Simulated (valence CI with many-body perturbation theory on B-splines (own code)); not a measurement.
**E1 transitions of Ir63+**

Calculated by relativistic CI+MBPT: four valence electrons over a frozen Dirac-Fock core [Ne], a basis of 11 s, 11 p, 10 d, 8 f, 5 g, 2 h functions for each j, with the one-electron correlation potential Σ1, the two-electron term Σ2, the three-electron term Σ3, Breit, model QED; selected CI, second order for the rest, scaled by the run's own slope (own B-spline code, finite nucleus).

The last digits are not significant, and no measured levels were compared; by estimate large intervals hold to a few tenths of a per cent, small ones and those within an open d or f shell to about a per cent. Among the levels kept, up to 600 cm⁻¹ of a level comes from second order outside the variational space, and about a tenth of that is noise between levels of different J, which matters for small intervals.

Lines 51 to 100 of 575 in falling wavelength, among levels below 147.47 Ry, chosen from the strongest by gf and those to the six lowest levels. Wavelengths and rates use the calculated energies. Electric multipoles are in the length gauge, E1 and E2 with the static RPA response of the core. Weak lines are less certain than strong ones. Lines between different terms over intervals too small for the method are left out, as are lines whose strength nearly cancels. The highest levels of a list are the least certain.

Levels are named by their leading jj configuration (3d3/2^4 stands for four electrons in 3d with j = 3/2), which in mixed levels can hold well under half, so a name can repeat and another be missing. Letters in brackets count levels of one name in rising energy.

```csv
λ vac (nm),Upper,Lower,A (s⁻¹),S (a.u.) with core polarisation,S without
6.204,(3p1/2^2 3p3/2 3d5/2) J=2,(3s 3p1/2 3p3/2 3d5/2) J=1 [a],2.57e+10,1.52e-02,1.54e-02
6.203,(3s 3p1/2 3p3/2^2) J=2 [b],(3s^2 3p3/2^2) J=2,2.82e+10,1.66e-02,1.69e-02
6.195,(3p1/2^2 3p3/2 3d5/2) J=1,(3s 3p1/2 3p3/2 3d5/2) J=1 [c],4.98e+10,1.75e-02,1.78e-02
6.182,(3p1/2^2 3p3/2 3d5/2) J=2,(3s 3p1/2 3p3/2 3d5/2) J=3 [b],3.28e+10,1.91e-02,1.94e-02
6.130,(3p1/2 3p3/2^3) J=1,(3s 3p3/2^3) J=2,5.18e+10,1.77e-02,1.79e-02
6.092,(3p1/2^2 3p3/2 3d5/2) J=3,(3s 3p1/2 3p3/2 3d5/2) J=4 [c],2.72e+10,2.12e-02,2.16e-02
6.062,(3p1/2^2 3d5/2^2) J=2,(3s 3p1/2 3d5/2^2) J=3 [a],8.57e+10,4.71e-02,4.78e-02
6.010,(3s 3p1/2 3p3/2 3d5/2) J=3 [c],(3s^2 3p3/2 3d5/2) J=4,3.61e+10,2.71e-02,2.75e-02
5.986,(3p1/2^2 3d3/2 3d5/2) J=4,(3s 3p1/2 3d3/2 3d5/2) J=4 [b],2.72e+10,2.59e-02,2.63e-02
5.976,(3s 3p1/2^2 3d3/2) J=1,(3s 3p1/2^2 3p3/2) J=1,1.71e+10,5.41e-03,5.48e-03
5.972,(3p1/2 3p3/2^2 3d5/2) J=3,(3s 3p3/2^2 3d5/2) J=4 [a],5.55e+10,4.09e-02,4.15e-02
5.963,(3p1/2^2 3d5/2^2) J=4,(3s 3p1/2 3d5/2^2) J=5,8.06e+10,7.60e-02,7.71e-02
5.943,(3s^2 3p3/2^2) J=2,(3s^2 3p1/2 3d3/2) J=2,5.74e+08,2.97e-04,3.02e-04
5.940,(3s 3p1/2^2 3p3/2) J=1,(3s^2 3p1/2 3p3/2) J=1,1.67e+10,5.18e-03,5.26e-03
5.920,(3s 3p1/2 3p3/2 3d5/2) J=4 [c],(3s^2 3p3/2 3d5/2) J=4,2.20e+10,2.03e-02,2.05e-02
5.919,(3s 3p1/2 3p3/2 3d3/2) J=2 [e],(3s^2 3p3/2 3d3/2) J=3,3.85e+10,1.97e-02,2.00e-02
5.913,(3p1/2 3p3/2^2 3d5/2) J=4 [a],(3s 3p3/2^2 3d5/2) J=5,5.01e+10,4.60e-02,4.66e-02
5.911,(3p1/2^2 3d3/2 3d5/2) J=4,(3s 3p1/2 3d3/2 3d5/2) J=5,7.99e+10,7.33e-02,7.43e-02
5.837,(3p1/2 3p3/2^2 3d3/2) J=2 [b],(3s 3p3/2^2 3d3/2) J=3 [a],3.75e+10,1.84e-02,1.87e-02
5.830,(3p1/2^2 3d3/2 3d5/2) J=3,(3s 3p1/2 3d3/2 3d5/2) J=2 [a],2.09e+10,1.43e-02,1.45e-02
5.812,(3p1/2^2 3p3/2 3d5/2) J=4,(3s 3p1/2 3p3/2 3d5/2) J=5,7.35e+10,6.41e-02,6.51e-02
5.807,(3p1/2 3p3/2^2 3d5/2) J=4 [b],(3s 3p3/2^2 3d5/2) J=4 [a],3.67e+10,3.19e-02,3.24e-02
5.801,(3p1/2 3p3/2^2 3d3/2) J=3 [b],(3s 3p3/2^2 3d3/2) J=4,6.78e+10,4.57e-02,4.64e-02
5.800,(3p1/2^2 3d3/2 3d5/2) J=3,(3s 3p1/2 3d3/2 3d5/2) J=4 [a],7.14e+10,4.81e-02,4.88e-02
5.787,(3p1/2^2 3p3/2 3d3/2) J=2,(3s 3p1/2 3p3/2 3d3/2) J=3 [a],4.98e+10,2.38e-02,2.42e-02
5.785,(3p1/2 3p3/2^2 3d5/2) J=5,(3s 3p3/2^2 3d5/2) J=5,3.70e+10,3.89e-02,3.94e-02
5.763,(3s 3p1/2^2 3d3/2) J=2,(3s 3p1/2^2 3p3/2) J=1,7.76e+09,3.67e-03,3.72e-03
5.751,(3p1/2^2 3p3/2 3d3/2) J=3,(3s 3p1/2 3p3/2 3d3/2) J=4,9.21e+10,6.05e-02,6.14e-02
5.747,(3p1/2^2 3d3/2^2) J=2,(3s 3p1/2 3d3/2^2) J=2 [a],4.26e+10,2.00e-02,2.03e-02
5.708,(3s 3p1/2 3p3/2 3d3/2) J=2 [b],(3s 3p1/2 3p3/2^2) J=3,7.35e+10,3.37e-02,3.42e-02
5.668,(3p1/2^2 3p3/2 3d5/2) J=3,(3s 3p1/2 3p3/2 3d5/2) J=4 [b],3.81e+10,2.40e-02,2.43e-02
5.590,(3s^2 3p1/2 3d3/2) J=2,(3s^2 3p1/2 3p3/2) J=2,1.13e+10,4.85e-03,4.92e-03
5.581,(3p1/2^2 3d3/2 3d5/2) J=2,(3p1/2^2 3p3/2 3d5/2) J=3,5.31e+10,2.28e-02,2.31e-02
5.573,(3p1/2^2 3d3/2^2) J=2,(3p1/2^2 3p3/2 3d3/2) J=3,4.03e+10,1.72e-02,1.74e-02
5.555,(3p1/2^2 3d5/2^2) J=4,(3s 3p1/2 3d5/2^2) J=4 [a],1.68e+10,1.28e-02,1.30e-02
5.434,(3p1/2^2 3p3/2 3d3/2) J=1,(3s 3p1/2 3p3/2 3d3/2) J=2 [b],8.48e+10,2.02e-02,2.04e-02
5.358,(3s^2 3p3/2^2) J=2,(3s 3p1/2^2 3p3/2) J=1,1.05e+09,3.99e-04,4.05e-04
5.355,(3s^2 3p1/2 3d3/2) J=2,(3s^2 3p1/2 3p3/2) J=1,3.29e+08,1.25e-04,1.26e-04
5.253,(3s 3p1/2^2 3d3/2) J=1,(3s 3p1/2^2 3p3/2) J=2,6.28e+09,1.35e-03,1.37e-03
5.221,(3p1/2^2 3p3/2 3d5/2) J=4,(3s 3p1/2 3p3/2 3d5/2) J=4 [a],3.82e+10,2.42e-02,2.45e-02
5.198,(3s 3p1/2 3d3/2 3d5/2) J=4 [b],(3s 3p1/2 3p3/2 3d5/2) J=4 [b],2.34e+10,1.46e-02,1.48e-02
5.087,(3s 3p1/2^2 3d3/2) J=2,(3s 3p1/2^2 3p3/2) J=2,1.37e+10,4.44e-03,4.49e-03
4.907,(3s^2 3p3/2^2) J=0,(3s 3p1/2^2 3p3/2) J=1,8.07e+08,4.70e-05,4.77e-05
4.855,(3p1/2^2 3d3/2 3d5/2) J=4,(3p1/2^2 3p3/2 3d5/2) J=4,3.15e+10,1.60e-02,1.62e-02
4.788,(3s 3p1/2 3d3/2 3d5/2) J=5,(3s 3p1/2 3p3/2 3d5/2) J=5,2.26e+10,1.34e-02,1.36e-02
4.769,(3s^2 3p3/2^2) J=2,(3s 3p1/2^2 3p3/2) J=2,1.01e+09,2.71e-04,2.75e-04
4.614,(3s^2 3p1/2 3d3/2) J=1,(3s^2 3p1/2 3p3/2) J=2,6.36e+09,9.25e-04,9.41e-04
4.453,(3s^2 3p1/2 3d3/2) J=1,(3s^2 3p1/2 3p3/2) J=1,2.94e+09,3.84e-04,3.88e-04
4.161,(3s 3p1/2^2 3d5/2) J=3,(3s^2 3p1/2 3d3/2) J=2,7.21e+08,1.79e-04,1.82e-04
3.980,(3s 3p1/2 3d5/2^2) J=4 [a],(3s 3p1/2 3p3/2 3d5/2) J=3 [c],4.58e+10,1.28e-02,1.30e-02
```
